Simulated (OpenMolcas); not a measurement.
**Levels of Mn3+ by method**

```json
{
  "Program": "OpenMolcas",
  "Basis": "ANO-RCC-VDZP [5s4p2d1f]",
  "Scalar Hamiltonian": "DKH2, point nucleus",
  "Active space": "4 electrons in 5 orbitals (3d)",
  "State averaging": "2S+1 = 5 even, 5 roots; 2S+1 = 3 even, 45 roots; 2S+1 = 1 even, 50 roots",
  "Spin-orbit coupling": "RASSI with atomic mean-field integrals over the reference wave functions, term energies averaged over their components"
}
```

Methods on the same reference wave functions:
A. CASSCF
B. SS-CASPT2, IPEA 0.25 Eh, imaginary shift 0.1 Eh (closed shells correlated: 3s 3p)
C. MS-CASPT2, IPEA 0.25 Eh, imaginary shift 0.1 Eh (closed shells correlated: 3s 3p)
D. XMS-CASPT2, IPEA 0.25 Eh, imaginary shift 0.1 Eh (closed shells correlated: 3s 3p)

Energies in eV above 3d4 5D0, the measured ground level; measured values from Corliss and Sugar, J. Phys. Chem. Ref. Data 6, 1253 (1977).

```tsv
Level	A	B	C	D	Measured
3d4 5D0	0.0000	0.0000	0.0000	0.0000	0.0000
3d4 5D1	0.0129	0.0131	0.0131	0.0131	0.0123
3d4 5D2	0.0381	0.0385	0.0386	0.0385	0.0356
3d4 5D3	0.0747	0.0753	0.0753	0.0752	0.0685
3d4 5D4	0.1216	0.1220	0.1221	0.1220	0.1098
3d4 3H4	2.9407	2.817	2.817	2.927	2.6385
3d4 3H5	2.9674	2.845	2.845	2.955	2.6625
3d4 3H6	2.9974	2.877	2.877	2.987	2.6879
3d4 3P0(1)	3.1655	2.670	2.667	2.766	2.5608
3d4 3P1(1)	3.2414	2.748	2.746	2.844	2.6382
3d4 3P2(1)	3.3779	2.884	2.883	2.981	2.7679
3d4 3F2(1)	3.3833	2.979	2.978	3.086	2.8257
3d4 3F3(1)	3.3918	2.990	2.989	3.096	2.8346
3d4 3F4(1)	3.4063	3.005	3.004	3.112	2.8466
3d4 3G3	3.7074	3.362	3.362	3.460	3.1542
3d4 3G4	3.7397	3.395	3.395	3.493	3.1828
3d4 3G5	3.7667	3.425	3.425	3.523	3.2084
3d4 1I6	4.4204	4.258	4.258	4.357	
3d4 1G4(1)	4.6611	4.109	4.108	4.184	
3d4 3D3	4.7865	4.135	4.135	4.254	3.8913
3d4 3D2	4.7970	4.146	4.146	4.265	3.9022
3d4 3D1	4.8086	4.157	4.157	4.276	3.9155
3d4 1S0(1)	5.4084	4.378	4.378	4.482	
3d4 1D2(1)	5.7840	5.266	5.265	5.290
```

Deviations, from unrounded energies. A percentage is the sum of absolute deviations over the sum of measured energies, with the sign that they share, or ± where signs differ.

| Against measurement | Levels | A | B | C | D |
| --- | --- | --- | --- | --- | --- |
| mean absolute deviation (cm-1) | 19 | 3700 | 1200 | 1200 | 1800 |
| fine structure of the ground term (%) | 4 | +9.4 | +10.1 | +10.1 | +10.0 |
| other terms of the ground configuration (%) | 15 | +19.2 | +5.9 | +5.9 | +9.4 |

B, C lie about equally close to measurement and A furthest from it. The largest miss of C in the table is 3d4 3D3, by +2000 cm-1. The ranking rests on the paired levels alone, and a cruder setting can come out closer through cancelling errors.

Among B to D the level of the table that moves most is 3d4 3D3, by 960 cm-1 (lowest in B, highest in D). Moves below CASPT2's spread within the term are not significant.

The mean deviations of B to D differ by less than CASPT2's widest spread within a term (1700 cm-1), so their order carries little weight.

From A to B the spin-free energies of the other terms of 3d4 shown, above 5D, scale by factors of 0.81 to 0.96, as is usual when dynamic correlation screens the repulsion within a d or f shell.

The lowest spin-free term lies below A's lowest term by 0.258 hartree in B, 0.258 hartree in C, 0.264 hartree in D.

Term energies are means over components that CASPT2 splits; among the terms shown or strongly mixed into the levels shown the widest spread is 1700 cm-1 (3d4 1I, D). The basis is small and was not contracted for so high a charge. The CASPT2 spread within a term exceeds the gap to the next term for 3d4 3D and 3d4 1I, 3d4 1I and 3d4 1S(1), so the order of their levels is uncertain (figures for C; the like holds for D). Without dynamic correlation excited terms often stand tens of per cent too high (terms of higher spin than the ground term too low), and those without a measured partner can miss by more than the paired ones (holds for A). Computed and measured levels are paired by configuration, term and J; levels that our copy of the source lacks, or whose pairing is in doubt (as where it misses far off the trend of its configuration), stay unpaired and out of the deviations. Levels of configurations outside the active space are missing. The table leaves out levels that lie high or whose names do not pair safely across all columns.

A number in round brackets counts repeated terms of one configuration in the order of the reference energies.
